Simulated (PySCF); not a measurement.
PySCF input (M06-L/def2-TZVPD):

```python
from pyscf import gto, scf, dft

mol = gto.M(
    atom='''
    F    -0.00000000   -0.00000000   -1.22923556
    B     0.00000000    0.00000000    0.00000000
    F     0.00000000    0.00000000    1.22923556
    ''',
    basis='def2-tzvpd',
    charge=1,
    spin=0,
    verbose=4,
)

mf = dft.RKS(mol, xc='m06l').density_fit(auxbasis='def2-universal-jkfit')
mf.grids.level = 4
mf.conv_tol = 1e-9
mf.max_cycle = 100
mf.max_memory = 1500
mf.kernel()
if not mf.converged:
    mf = mf.newton()
    mf.kernel(mf.make_rdm1())
mf.analyze()
```

End of the output:

```
Extra cycle  E= -224.324311012086  delta_E= 2.84e-13  |g|= 2.83e-06  |ddm|= 6.34e-06
converged SCF energy = -224.324311012086
**** SCF Summaries ****
Total Energy =                        -224.324311012085928
Nuclear Repulsion Energy =              56.179326625614380
One-electron Energy =                 -414.878724429870942
Two-electron Energy =                  134.375086792170606
Two-electron Coulomb Energy =          159.107417717295931
DFT Exchange-Correlation Energy =      -24.732330925125321
HOMO-LUMO gap [eV] =                    12.325033750267387
**** MO energy ****
MO #1   energy= -24.9050268963896  occ= 2
MO #2   energy= -24.9050253103613  occ= 2
MO #3   energy= -7.16307943116474  occ= 2
MO #4   energy= -1.60492290016282  occ= 2
MO #5   energy= -1.59687455007366  occ= 2
MO #6   energy= -0.886667166603373 occ= 2
MO #7   energy= -0.879500842119782 occ= 2
MO #8   energy= -0.81591228966244  occ= 2
MO #9   energy= -0.815912289662423 occ= 2
MO #10  energy= -0.764877815977038 occ= 2
MO #11  energy= -0.764877815977034 occ= 2
MO #12  energy= -0.31194117610104  occ= 0
MO #13  energy= -0.308921617406878 occ= 0
MO #14  energy= -0.308921617406861 occ= 0
MO #15  energy= -0.11779628862799  occ= 0
MO #16  energy= -0.117327650587486 occ= 0
MO #17  energy= -0.100149210689462 occ= 0
MO #18  energy= -0.10014921068946  occ= 0
MO #19  energy= -0.0586646648426978 occ= 0
MO #20  energy= -0.0586257710893367 occ= 0
MO #21  energy= -0.0516488496725032 occ= 0
MO #22  energy= -0.050064652437802 occ= 0
MO #23  energy= -0.0500646524377818 occ= 0
MO #24  energy= 0.0222709257621668 occ= 0
MO #25  energy= 0.0426617463751514 occ= 0
MO #26  energy= 0.0525574877008777 occ= 0
MO #27  energy= 0.0525574877009249 occ= 0
MO #28  energy= 0.115904095275791  occ= 0
MO #29  energy= 0.115904095276068  occ= 0
MO #30  energy= 0.13146747489286   occ= 0
MO #31  energy= 0.142663753232191  occ= 0
MO #32  energy= 0.198484816845171  occ= 0
MO #33  energy= 0.223581867200771  occ= 0
MO #34  energy= 0.223616579131664  occ= 0
MO #35  energy= 0.270978275104577  occ= 0
MO #36  energy= 0.270978466407298  occ= 0
MO #37  energy= 0.329622111705223  occ= 0
MO #38  energy= 0.370790462051849  occ= 0
MO #39  energy= 0.370790462051866  occ= 0
MO #40  energy= 0.383416534852326  occ= 0
MO #41  energy= 0.383416534852359  occ= 0
MO #42  energy= 0.414836935661935  occ= 0
MO #43  energy= 0.416285308539505  occ= 0
MO #44  energy= 0.45194001429893   occ= 0
MO #45  energy= 0.451940014299006  occ= 0
MO #46  energy= 0.490126676448248  occ= 0
MO #47  energy= 0.490132480155373  occ= 0
MO #48  energy= 0.641365430628433  occ= 0
MO #49  energy= 0.641365430628492  occ= 0
MO #50  energy= 0.644778944471816  occ= 0
MO #51  energy= 0.741796094401998  occ= 0
MO #52  energy= 0.757314582158821  occ= 0
MO #53  energy= 0.799669283676503  occ= 0
MO #54  energy= 0.799669283676739  occ= 0
MO #55  energy= 0.800915288557502  occ= 0
MO #56  energy= 0.936426840440489  occ= 0
MO #57  energy= 0.936426840440587  occ= 0
MO #58  energy= 1.18056604426425   occ= 0
MO #59  energy= 1.27191898758774   occ= 0
MO #60  energy= 1.33974985289183   occ= 0
MO #61  energy= 1.36383719243254   occ= 0
MO #62  energy= 1.36383719243256   occ= 0
MO #63  energy= 1.39714886862471   occ= 0
MO #64  energy= 1.39716118346996   occ= 0
MO #65  energy= 1.52297197728898   occ= 0
MO #66  energy= 1.5229945297846    occ= 0
MO #67  energy= 1.57535491374603   occ= 0
MO #68  energy= 1.57535491374607   occ= 0
MO #69  energy= 1.76695927341639   occ= 0
MO #70  energy= 1.76695927341642   occ= 0
MO #71  energy= 1.99562616123507   occ= 0
MO #72  energy= 1.99562831164882   occ= 0
MO #73  energy= 2.15823912810947   occ= 0
MO #74  energy= 2.19698589085077   occ= 0
MO #75  energy= 2.22813761539108   occ= 0
MO #76  energy= 2.22813804453677   occ= 0
MO #77  energy= 2.60289692537899   occ= 0
MO #78  energy= 2.60289692537901   occ= 0
MO #79  energy= 2.76412869222321   occ= 0
MO #80  energy= 2.76412869222331   occ= 0
MO #81  energy= 2.79438408642314   occ= 0
MO #82  energy= 2.8271867219016    occ= 0
MO #83  energy= 3.52178261430995   occ= 0
MO #84  energy= 3.52178261431007   occ= 0
MO #85  energy= 3.74507674081869   occ= 0
MO #86  energy= 3.7450767408187    occ= 0
MO #87  energy= 3.9002036274811    occ= 0
MO #88  energy= 4.16239463778377   occ= 0
MO #89  energy= 4.55179137440116   occ= 0
MO #90  energy= 5.11266666089071   occ= 0
MO #91  energy= 6.62906573184479   occ= 0
MO #92  energy= 6.62906573184482   occ= 0
MO #93  energy= 6.65976702591348   occ= 0
MO #94  energy= 6.65976702591353   occ= 0
MO #95  energy= 6.67143201122263   occ= 0
MO #96  energy= 6.6714364862669    occ= 0
MO #97  energy= 6.93076845715757   occ= 0
MO #98  energy= 6.9307899880084    occ= 0
MO #99  energy= 6.98289563769854   occ= 0
MO #100 energy= 6.98289563769858   occ= 0
MO #101 energy= 7.04026218618363   occ= 0
MO #102 energy= 7.10337728249342   occ= 0
MO #103 energy= 7.10337728249346   occ= 0
MO #104 energy= 7.473201352661     occ= 0
MO #105 energy= 8.22403531168804   occ= 0
MO #106 energy= 8.22411963258888   occ= 0
MO #107 energy= 8.32571807406964   occ= 0
MO #108 energy= 8.32582356073095   occ= 0
MO #109 energy= 8.68035244918553   occ= 0
MO #110 energy= 8.68035244918558   occ= 0
MO #111 energy= 8.80219367731027   occ= 0
MO #112 energy= 8.80219367731029   occ= 0
MO #113 energy= 9.01910346601712   occ= 0
MO #114 energy= 9.04596350152038   occ= 0
MO #115 energy= 16.6661932168109   occ= 0
MO #116 energy= 57.6647057396772   occ= 0
MO #117 energy= 57.9424821820759   occ= 0
 ** Mulliken pop on meta-lowdin orthogonal AOs  **
 ** Mulliken pop  **
pop of  0 F 1s            1.99998
pop of  0 F 2s            1.75048
pop of  0 F 3s            0.00252
pop of  0 F 4s            0.00074
pop of  0 F 5s            0.00047
pop of  0 F 6s            0.00044
pop of  0 F 2px           1.79061
pop of  0 F 2py           1.79061
pop of  0 F 2pz           1.69841
pop of  0 F 3px           0.00549
pop of  0 F 3py           0.00549
pop of  0 F 3pz           0.00111
pop of  0 F 4px           0.00197
pop of  0 F 4py           0.00197
pop of  0 F 4pz           0.00120
pop of  0 F 5px           0.00029
pop of  0 F 5py           0.00029
pop of  0 F 5pz           0.00111
pop of  0 F 3dxy          0.00000
pop of  0 F 3dyz          0.00411
pop of  0 F 3dz^2         0.01032
pop of  0 F 3dxz          0.00411
pop of  0 F 3dx2-y2       0.00000
pop of  0 F 4dxy          0.00000
pop of  0 F 4dyz          0.00079
pop of  0 F 4dz^2         0.00341
pop of  0 F 4dxz          0.00079
pop of  0 F 4dx2-y2       0.00000
pop of  0 F 5dxy          0.00000
pop of  0 F 5dyz          0.00006
pop of  0 F 5dz^2         0.00039
pop of  0 F 5dxz          0.00006
pop of  0 F 5dx2-y2       0.00000
pop of  0 F 4f-3          0.00000
pop of  0 F 4f-2          0.00000
pop of  0 F 4f-1          0.00017
pop of  0 F 4f+0          0.00046
pop of  0 F 4f+1          0.00017
pop of  0 F 4f+2          0.00000
pop of  0 F 4f+3          0.00000
pop of  1 B 1s            1.99965
pop of  1 B 2s            0.43704
pop of  1 B 3s            0.01045
pop of  1 B 4s            0.00120
pop of  1 B 5s            0.00226
pop of  1 B 6s            0.00006
pop of  1 B 2px           0.36088
pop of  1 B 2py           0.36088
pop of  1 B 2pz           0.57242
pop of  1 B 3px           0.02230
pop of  1 B 3py           0.02230
pop of  1 B 3pz           0.02053
pop of  1 B 4px           0.00002
pop of  1 B 4py           0.00002
pop of  1 B 4pz           0.00844
pop of  1 B 3dxy          0.00000
pop of  1 B 3dyz          0.00270
pop of  1 B 3dz^2         0.00120
pop of  1 B 3dxz          0.00270
pop of  1 B 3dx2-y2       0.00000
pop of  1 B 4dxy          0.00000
pop of  1 B 4dyz          0.00408
pop of  1 B 4dz^2         0.00030
pop of  1 B 4dxz          0.00408
pop of  1 B 4dx2-y2       0.00000
pop of  1 B 5dxy          0.00000
pop of  1 B 5dyz          0.00169
pop of  1 B 5dz^2         0.00153
pop of  1 B 5dxz          0.00169
pop of  1 B 5dx2-y2       0.00000
pop of  1 B 4f-3          0.00000
pop of  1 B 4f-2          0.00000
pop of  1 B 4f-1          0.00136
pop of  1 B 4f+0          0.00285
pop of  1 B 4f+1          0.00136
pop of  1 B 4f+2          0.00000
pop of  1 B 4f+3          0.00000
pop of  2 F 1s            1.99998
pop of  2 F 2s            1.75048
pop of  2 F 3s            0.00252
pop of  2 F 4s            0.00074
pop of  2 F 5s            0.00047
pop of  2 F 6s            0.00044
pop of  2 F 2px           1.79061
pop of  2 F 2py           1.79061
pop of  2 F 2pz           1.69841
pop of  2 F 3px           0.00549
pop of  2 F 3py           0.00549
pop of  2 F 3pz           0.00111
pop of  2 F 4px           0.00197
pop of  2 F 4py           0.00197
pop of  2 F 4pz           0.00120
pop of  2 F 5px           0.00029
pop of  2 F 5py           0.00029
pop of  2 F 5pz           0.00111
pop of  2 F 3dxy          0.00000
pop of  2 F 3dyz          0.00411
pop of  2 F 3dz^2         0.01032
pop of  2 F 3dxz          0.00411
pop of  2 F 3dx2-y2       0.00000
pop of  2 F 4dxy          0.00000
pop of  2 F 4dyz          0.00079
pop of  2 F 4dz^2         0.00341
pop of  2 F 4dxz          0.00079
pop of  2 F 4dx2-y2       0.00000
pop of  2 F 5dxy          0.00000
pop of  2 F 5dyz          0.00006
pop of  2 F 5dz^2         0.00039
pop of  2 F 5dxz          0.00006
pop of  2 F 5dx2-y2       0.00000
pop of  2 F 4f-3          0.00000
pop of  2 F 4f-2          0.00000
pop of  2 F 4f-1          0.00017
pop of  2 F 4f+0          0.00046
pop of  2 F 4f+1          0.00017
pop of  2 F 4f+2          0.00000
pop of  2 F 4f+3          0.00000
 ** Mulliken atomic charges  **
charge of    0F =     -0.07802
charge of    1B =      1.15604
charge of    2F =     -0.07802

WARN: System has nonzero charge 1; the dipole moment is origin-dependent.
Location of origin: [0. 0. 0.]

Dipole moment(X, Y, Z, Debye): -0.00000, -0.00000,  0.00000
```
